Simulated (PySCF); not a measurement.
C4H12O3Sn, SMILES CC[O][SnH]([OH])[O]CC, GFN2-xTB optimised geometry.

```
20

Sn    -2.24    -0.31     0.00
O     -2.66     1.57     0.00
O     -2.78    -1.02    -1.74
C     -4.01    -0.77    -2.39
C     -3.81    -1.04    -3.87
O     -0.30    -0.31     0.00
C      0.57    -1.37    -0.36
C      1.96    -0.78    -0.53
H     -2.99    -1.05     1.32
H     -1.88     2.13     0.02
H     -4.34     0.26    -2.24
H     -4.78    -1.44    -1.99
H     -4.74    -0.89    -4.40
H     -3.06    -0.36    -4.27
H     -3.47    -2.06    -4.02
H      0.24    -1.83    -1.29
H      0.57    -2.13     0.43
H      1.95    -0.04    -1.32
H      2.66    -1.58    -0.78
H      2.27    -0.31     0.40
```

Density from CAM-B3LYP/def2-SVP, def2 effective core potentials past Kr in PySCF 2.14.0 at that geometry. The core electrons that the potentials of Sn replace are not part of the density.

Minimum of the electron density along straight lines between bonded atoms, close to the bond critical point (lines longer than 1.1 times the sum of covalent radii, or with two minima, are not listed):

| bond | length / Å | ρ at the minimum / e bohr⁻³ | ∇²ρ there / e bohr⁻⁵ | position (fraction from the first atom) |
|---|---|---|---|---|
| Sn1–O2 | 1.926 | 0.120 | 0.71 | 0.51 |
| Sn1–O3 | 1.955 | 0.111 | 0.63 | 0.51 |
| O3–C4 | 1.414 | 0.252 | -0.41 | 0.66 |
| C4–C5 | 1.520 | 0.253 | -0.61 | 0.51 |
| Sn1–O6 | 1.942 | 0.114 | 0.67 | 0.51 |
| O6–C7 | 1.415 | 0.250 | -0.39 | 0.66 |
| C7–C8 | 1.520 | 0.253 | -0.61 | 0.51 |
| Sn1–H9 | 1.691 | 0.114 | ? | 0.63 |
| O2–H10 | 0.959 | ? | ? | 0.82 |
| C4–H11 | 1.094 | 0.283 | -1.08 | 0.63 |
| C4–H12 | 1.095 | 0.281 | -1.06 | 0.63 |
| C5–H13 | 1.087 | 0.276 | -1.02 | 0.63 |
| C5–H14 | 1.086 | 0.278 | -1.04 | 0.63 |
| C5–H15 | 1.087 | 0.278 | -1.04 | 0.63 |
| C7–H16 | 1.094 | 0.283 | -1.08 | 0.63 |
| C7–H17 | 1.095 | 0.282 | -1.06 | 0.63 |
| C8–H18 | 1.086 | 0.278 | -1.04 | 0.63 |
| C8–H19 | 1.087 | 0.276 | -1.02 | 0.63 |
| C8–H20 | 1.086 | 0.278 | -1.04 | 0.63 |

Some entries are withheld; supply them.


- Sn1–H9, ∇²ρ there / e bohr⁻⁵: 0.14
- O2–H10, ρ at the minimum / e bohr⁻³: 0.349
- O2–H10, ∇²ρ there / e bohr⁻⁵: -2.33
